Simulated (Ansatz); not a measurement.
This geometry of BCl2HO + H2S (8 atoms, charge 0, multiplicity 1) is a first-order saddle point.

The calculation used RKS B3LYP-D4/cc-pVDZ (Ansatz).

```xyz
8
Properties=species:S:1:pos:R:3
B 0.154 0.273 0.201
O -0.078 -0.164 1.640
H -0.945 -0.597 1.731
Cl 1.686 -0.386 -0.496
Cl -1.361 0.079 -0.799
S 0.310 2.265 0.779
H 1.630 2.215 1.100
H -0.071 1.123 1.834
```

Which two structures does it join? (They come from a converged band through this point; their orientation in space is the band's.)

Bonds broken: S6–H8. Bonds formed: B1–S6, O2–H8. BCl2HO + H2S becomes BCl2H3OS.

First end point:

```xyz
8
Properties=species:S:1:pos:R:3
B -0.067 -0.441 0.199
O -0.545 -0.933 1.352
H -1.499 -0.796 1.450
Cl 1.670 -0.576 -0.118
Cl -1.132 0.261 -1.045
S 0.438 2.623 1.663
H 0.951 2.770 0.415
H 1.510 1.899 2.076
```

Last end point:

```xyz
8
Properties=species:S:1:pos:R:3
B 0.191 0.545 0.153
O -0.041 -0.133 1.729
H -0.799 -0.747 1.685
Cl 1.604 -0.387 -0.494
Cl -1.428 0.192 -0.649
S 0.403 2.381 0.502
H 1.726 2.322 0.804
H -0.330 0.635 2.262
```

How far does it lie above each of them?

1.18 eV above the first and 0.55 eV above the second. This is the barrier of this one path; another mechanism may lie lower. The orbitals stay closed-shell, which can raise the energy where a bond breaks towards radicals; this wasn't checked here.

The run took 4.7 min on 2 threads of Arm Neoverse V2, on a shared host, peak memory 0.23 GiB.
